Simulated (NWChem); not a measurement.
**Correlation energy of BeO**

```xyz
2

Be     0.0000     0.0000     0.9063
O      0.0000     0.0000    -0.4531
```
Charge 0, spin multiplicity 1.

Program: NWChem. All single points use one geometry, from PBE/def2-SVP, a minimum by its harmonic frequencies.

Basis set: cc-pVTZ. Each correlation energy counts from its own Hartree-Fock reference.

The correlated methods keep 2 core orbitals frozen. The structure started from a generated list of species. No row is a measurement; the coupled-cluster row has its own basis-set and correlation limits.

### Question
One of these methods gave a correlation energy of -308.1 mHa. Which?
A) CCSD(T)
B) MP2
C) CCSD+T(CCSD)
D) CCSD

### Answer
A, CCSD(T). The others give -312.2 (CCSD+T(CCSD)), -302.6 (MP2), -291.7 (CCSD).
